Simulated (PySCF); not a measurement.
TaOCl2, SMILES [O]=[Ta+]([Cl])[Cl], charge +1, multiplicity 1. Coordinates come from a PBE-D3(BJ)/def2-SVP optimisation. The multiplicity is an assumed one; other spin states were not compared. The isomer is the one that the SMILES or the coordinates give; other isomers of the formula were not compared. The def2 effective core potentials stand for the cores of Ta; spin–orbit coupling is left out.

Computed equilibrium geometry at PBE-D3(BJ)/def2-SVP (PySCF confirms it by a frequency run) as a Z-matrix, and its point group:
point group Cs.
```
Ta
O 1 1.7009
Cl 1 2.2416 2 103.10
Cl 1 2.2416 2 103.10 3 -109.11
```
Charge +1, spin multiplicity 1.
